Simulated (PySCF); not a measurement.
CCl₃, SMILES Cl[C-](Cl)Cl, charge -1.

Coordinates come from a r2SCAN-D4/def2-SVPD optimisation.

These are PBE/def2-TZVPD (PySCF) values and carry that method's errors.

Symmetry labels are those of the subgroup Cs that the program uses (full group C3v).

Computed valence orbital energies around the gap with their symmetry:
```csv
orbital,symmetry,energy (eV)
HOMO−7,A',-5.38
HOMO−6,A',-4.20
HOMO−5,A',-3.14
HOMO−4,A",-3.14
HOMO−3,A",-2.34
HOMO−2,A',-2.34
HOMO−1,A",-2.06
HOMO,A',-0.44
LUMO,A',2.54
LUMO+1,A',3.32
LUMO+2,A",3.32
LUMO+3,A',3.49
```
